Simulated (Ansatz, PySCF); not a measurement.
CH10O2Si3, SMILES OC[Si](O)([SiH3])[SiH3]. Atoms are numbered in the order given.

```xyz
16

O     -1.4958     2.2463    -0.0671
C     -0.7296     1.4714    -0.9590
Si     0.1933     0.1467     0.0358
O      0.8747     1.1267     1.2349
Si     1.8279    -1.0050    -1.2033
Si    -1.3287    -1.3504     1.0202
H     -0.9073     2.5004     0.6560
H     -0.0074     2.0823    -1.5402
H     -1.4114     1.0135    -1.6941
H      1.2040     0.6899     2.0255
H      1.1637    -1.8551    -2.2416
H      2.7641    -0.0571    -1.8846
H      2.6264    -1.9000    -0.3071
H     -0.6130    -2.2514     1.9806
H     -2.3903    -0.6142     1.7716
H     -1.9679    -2.2039    -0.0302
```
Charge 0, spin multiplicity 1.

Geometry: PBE0-D3(BJ)/def2-SVP. This is a generated structure with no PubChem entry under its InChIKey; it may be hypothetical. Other conformers were not sampled.

Two levels are set side by side: PBE-D3(BJ)/def2-SVP (Ansatz, a first-principles code) and PBE0-D3(BJ)/def2-SVP (Ansatz). Each level has its own optimised geometry; the coordinates shown are those of the second. Frequencies come from the Hessian of PySCF at each geometry. Differences are taken from unrounded values.

| quantity | PBE0-D3(BJ) |
|---|---|
| mean bond length (Å) | 1.521 |
| bond O1–C2 (Å) | 1.408 |
| bond C2–Si3 (Å) | 1.896 |
| bond Si3–O4 (Å) | 1.692 |
| bond Si3–Si5 (Å) | 2.352 |
| bond Si3–Si6 (Å) | 2.351 |
| bond O1–H7 (Å) | 0.966 |
| bond C2–H8 (Å) | 1.110 |
| bond C2–H9 (Å) | 1.102 |
| bond O4–H10 (Å) | 0.961 |
| bond Si5–H11 (Å) | 1.497 |
| bond Si5–H12 (Å) | 1.496 |
| bond Si5–H13 (Å) | 1.497 |
| bond Si6–H14 (Å) | 1.499 |
| bond Si6–H15 (Å) | 1.495 |
| bond Si6–H16 (Å) | 1.497 |
| highest harmonic wavenumber (cm⁻¹) | 3932 |
| mean harmonic wavenumber (cm⁻¹) | 1119 |
| zero-point energy (kcal/mol) | 67.20 |

Problem. What does PBE-D3(BJ) give, and how far is it from PBE0-D3(BJ)? (The exact figures need the calculation; the answer reports its results.)

Solution. 
```csv
quantity,PBE-D3(BJ),PBE-D3(BJ) minus PBE0-D3(BJ)
mean bond length (Å),1.533,0.011
bond O1–C2 (Å),1.421,0.013
bond C2–Si3 (Å),1.912,0.016
bond Si3–O4 (Å),1.712,0.020
bond Si3–Si5 (Å),2.361,0.009
bond Si3–Si6 (Å),2.359,0.008
bond O1–H7 (Å),0.979,0.013
bond C2–H8 (Å),1.120,0.010
bond C2–H9 (Å),1.110,0.008
bond O4–H10 (Å),0.973,0.011
bond Si5–H11 (Å),1.508,0.010
bond Si5–H12 (Å),1.507,0.011
bond Si5–H13 (Å),1.508,0.010
bond Si6–H14 (Å),1.509,0.010
bond Si6–H15 (Å),1.505,0.010
bond Si6–H16 (Å),1.507,0.010
highest harmonic wavenumber (cm⁻¹),3765,-167
mean harmonic wavenumber (cm⁻¹),1080,-40
zero-point energy (kcal/mol),64.82,-2.37
```

GGA bonds tend to be longer and softer than those of functionals with exact exchange. Differences between two approximate levels are no errors against the true value.
